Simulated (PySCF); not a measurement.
## NMR data sheet: C5H7FSi

* Formula: C5H7FSi
* SMILES: C#C[C@@H]1C[SiH2][C@@H]1F
* InChI: InChI=1S/C5H7FSi/c1-2-4-3-7-5(4)6/h1,4-5H,3,7H2/t4-,5+/m1/s1
* Point group of the computed structure: C1
* Degrees of unsaturation: 3
* Carbon signals: 5
* Proton signals: 7

Structure with atom numbers: `[CH:1]#[C:2][C@@H:3]1[CH2:4][SiH2:5][C@@H:6]1[F:7]`. Hydrogens are named by the atom that carries them. Ha(C4), Ha(Si5) are cis to C2 on the ring; Hb(C4), Hb(Si5) are trans to C2 on the ring.

PySCF calculation with shielding tensors at PBE0/pcSseg-1 (GIAO) and GFN2-xTB geometry; a single conformation, non-relativistic, gas phase.

Shifts are taken against calculated references (same method and geometry level): 1H (σ = 31.72 ppm) and 13C (σ = 186.93 ppm) and 29Si (σ = 349.16 ppm) against TMS; 19F (σ = 170.95 ppm) against CFCl3.

| carbon | δC, type | δH (multiplicity) | HMBC from (2–3 bonds) | span of the C tensor (ppm) |
| --- | --- | --- | --- | --- |
| C1 | 82.7, CH | 1.93 (d) | H(C3) | 205 |
| C2 | 88.1, C | – | H(C6), H(C3), H(C1), Hb(C4), Ha(C4) | 305 |
| C3 | 35.8, CH | 3.78 (m) | H(C6), Ha(Si5), Hb(Si5), H(C1), Hb(C4), Ha(C4) | 37 |
| C4 | 11.0, CH2 | Ha(C4) 1.40 (m); Hb(C4) 1.44 (m) | H(C6), Ha(Si5), Hb(Si5), H(C3) | 52 |
| C6 | 88.9, CH | 5.29 (m) | Ha(Si5), Hb(Si5), H(C3), Hb(C4), Ha(C4) | 96 |

Other nuclei:
| atoms | nucleus | environment | δ (ppm) | σ (ppm) |
| --- | --- | --- | --- | --- |
| Ha(Si5) | 1H | hydrogen on a silicon bonded to 2 C, in a 4-membered ring | 5.05 | 26.67 |
| Hb(Si5) | 1H | hydrogen on a silicon bonded to 2 C, in a 4-membered ring | 4.81 | 26.91 |
| F7 | 19F | fluorine on an sp3 carbon | -223.3 | 394.2 |
| Si5 | 29Si | silicon bonded to 2 C, 2 H, in a 4-membered ring | -25.6 | 374.7 |

Carbon types of the structure: 1 × C, 3 × CH, 1 × CH2, leaving 2 H on heteroatoms. δC 88.9: sp3 CH bonded to F and Si; pulled downfield by the heteroatom. δC 88.1: alkyne carbon; sp carbons lie upfield of alkene carbons because the cylindrical π system leaves one tensor component strongly shielded. δC 82.7: terminal alkyne carbon; sp carbons lie upfield of alkene carbons because the cylindrical π system leaves one tensor component strongly shielded. δC 35.8: propargylic sp3 CH; saturated and bonded to C and H only. δH 1.93: hydrogen on a terminal alkyne carbon; it lies on the axis of the triple bond, in its shielding cone.

Splittings by 19F in the carbon and heteronuclear signals aren't shown, as no couplings were computed. Shifts are as computed. Against solution values, carbons near 30 ppm lie about +3 ppm off and those near 130 ppm about +5 ppm. Of 1211 compounds with measured shifts, 218 miss one by over three times the rms of a fit or turn the order of signals round; such compounds aren't used in these exercises. Unscaled 19F shifts against computed CFCl3 carry errors that often reach 10 to 50 ppm. No couplings were computed; multiplicities are counted from neighbouring protons, with m where these are inequivalent, close in shift, in a saturated or five-membered ring or joined by F or P, and br s for small geminal =CH2 splittings.
